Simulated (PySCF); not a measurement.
C5H5F, SMILES C=C=CC(=C)F.

The structure is a stationary point at PBE-D3(BJ)/def2-SVP. This is a generated structure with no PubChem entry under its InChIKey; it may be hypothetical. The values are those of a single conformer.

Method: SMD-ωB97X/def2-SVP in PySCF.

Solvation free energies are E(SMD) − E(gas) at the gas-phase geometry, for 1 M in both phases. In vacuum the dipole moment is 1.38 D.

```csv
solvent,ΔG(solv) (kcal/mol),its non-electrostatic (CDS) part,dipole (D)
water,0.6,5.1,1.76
dichloromethane,…,…,…
acetone,-3.8,0.5,1.74
```

Q: What belongs in the gaps? (An estimate is asked for; the answer gives what the named calculation found.)

A: 
- dichloromethane, ΔG(solv) (kcal/mol): -4.4
- dichloromethane, its non-electrostatic (CDS) part: -0.6
- dichloromethane, dipole (D): 1.70
